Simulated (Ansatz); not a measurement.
`C[CH](C)[Sn][Cl]` + `O[SiH3]` → `CO[SiH3]` + `C[CH2][Sn][Cl]`  (substitution at a C–C bond)

Gas-phase electronic energies from Ansatz, PBE0-D4/def2-TZVP geometries. CCSD(T)/CBS adds triple-zeta CCSD(T) − MP2 to the extrapolated MP2 energy (def2 sets, frozen cores). DFT in def2-TZVPP. def2 core potentials past Kr. For Sn outer-core shells are correlated without core-valence functions, which leaves a few kJ/mol of doubt a bond. Each species was taken in one conformer, which may not be the lowest.

CCSD(T)/CBS gives +56.2 kJ/mol.

(1) Another level gave +42.5 kJ/mol. Which?
A. BLYP/def2-TZVPP
B. revPBE/def2-TZVPP
C. B97M-V/def2-TZVPP
D. SCS-MP2/def2-TZVPP

(2) What do rigid-rotor, harmonic-oscillator terms from PBE0-D4/def2-TZVP frequencies (298.15 K, 1 bar) make of the CCSD(T)/CBS value? (Best estimate.)

Largest T1 diagnostic among the species: 0.013.

## Answers

(1) B. revPBE 42.5, B97M-V 48.9, BLYP 36.8, SCS-MP2/def2-TZVPP 53.9 kJ/mol.

(2) Ansatz gave: ΔZPE = +0.8 kJ/mol, ΔH = +57.1 kJ/mol, ΔS = 16 J/(mol·K), ΔG = +52.5 kJ/mol. Modes under 50 cm⁻¹ make the entropy rough.

At CCSD(T), def2-SVP lies −8.5 kJ/mol from the extrapolated value and def2-TZVPP −2.4 kJ/mol. In def2-TZVPP, CCSD(T) changes the Hartree–Fock value by +21.0 kJ/mol (the triples alone add +2.4 kJ/mol) and MP2 by +28.9 kJ/mol.
